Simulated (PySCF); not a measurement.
Gas-phase reaction: Sn2O2 + 2 H2 ⇌ 2 SnH2 + 2 O

Method: PySCF energies plus ideal-gas RRHO corrections (1 bar). † marks an energy on the PBE0/def2-TZVP geometry and frequencies; other levels use their own. MP2 freezes the core. Open shells (unrestricted): O (multiplicity 3); the rest are closed-shell singlets. Spin-orbit splitting is ignored; it lowers the true energy and changes the entropy of O. B3LYP is the form with VWN-RPA correlation. Sn: scalar-relativistic def2 core potential, no spin-orbit coupling. Sn2O2, SnH2: computed as isolated molecules; such fragments, hydroxides, amides, oligomers or adducts are transient or little studied in the gas. MP2 isn't extrapolated to the basis-set limit.

PBE0/def2-QZVP† gives ΔH°(298 K) = 1180 kJ.

### Question
What do MP2/def2-SVP†, PBE/def2-SVP, B3LYP/def2-TZVP† give?

### Answer
MP2/def2-SVP†: 1174 kJ; PBE/def2-SVP: 1229 kJ; B3LYP/def2-TZVP†: 1177 kJ. For scale, ΔH°(298 K) is 1180 kJ at this level, 1199 kJ at ωB97M-V/def2-TZVP†, and runs from 676 to 1629 kJ over the 18 levels computed.
